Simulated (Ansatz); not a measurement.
Relaxation of BH7O2SSi2 (13 atoms, charge 0, multiplicity 1), to a largest force component of 0.02 eV/Å in at most 40 steps.

Theory: RKS PBE0/STO-3G in Ansatz 0.2.0.

```xyz
13
Properties=species:S:1:pos:R:3:forces:R:3
O -0.153 -2.249 1.483 -0.64 0.05 0.20
Si 0.822 -0.833 1.407 1.35 0.47 1.32
B 0.809 -0.111 -0.409 4.80 0.35 -1.43
O 2.168 -0.024 -1.145 -4.85 -3.16 1.12
Si -0.811 0.481 -1.225 -1.33 0.67 -0.24
S -1.653 2.086 -0.027 -1.81 -0.35 -2.00
H -1.089 -1.836 1.371 0.39 -0.40 0.04
H 2.229 -1.203 1.783 -1.36 0.14 -0.12
H 0.334 0.215 2.377 0.39 -0.85 -0.77
H 2.463 0.860 -0.898 1.12 2.98 0.70
H -1.771 -0.634 -1.246 0.27 0.46 -0.26
H -0.524 0.988 -2.550 -0.40 -0.14 -0.18
H -2.804 2.224 -0.906 2.07 -0.21 1.61
```

**Question.** Where does it end, and by what steps?

**Answer.** It converged. Limits of this set-up: minimal basis. After 13 steps the energy has fallen by 2.084 eV; H10 moved furthest, 0.85 Å.

| step | energy less start (eV) | largest force component (eV/Å) | accepted |
| --- | --- | --- | --- |
| 0 | 0.0000 | 4.851 | yes |
| 1 | -0.7355 | 2.170 | yes |
| 2 | -0.9908 | 2.372 | yes |
| 3 | -1.2282 | 4.167 | yes |
| 4 | -1.6348 | 2.253 | yes |
| 5 | -1.9292 | 0.858 | yes |
| 6 | -1.9878 | 0.714 | yes |
| 7 | -2.0147 | 1.409 | yes |
| 8 | -2.0618 | 0.533 | yes |
| 9 | -2.0806 | 0.314 | yes |
| 10 | -2.0826 | 0.125 | yes |
| 11 | -2.0833 | 0.069 | yes |
| 12 | -2.0836 | 0.071 | yes |
| 13 | -2.0838 | 0.019 | yes |

```xyz
13
Properties=species:S:1:pos:R:3
O -0.152 -2.287 1.558
Si 0.874 -0.897 1.524
B 0.891 0.026 -0.232
O 2.122 0.259 -0.746
Si -0.762 0.564 -1.180
S -1.724 2.148 -0.132
H -1.056 -1.913 1.278
H 2.173 -1.403 1.907
H 0.459 0.048 2.549
H 2.072 0.735 -1.643
H -1.678 -0.551 -1.314
H -0.457 0.992 -2.534
H -2.741 2.246 -1.019
```

Whether the end is a true minimum wasn't checked by a vibrational analysis.

Time of the run: 46 s on 1 thread of Arm Neoverse V2 (shared host), peak memory 0.14 GiB.
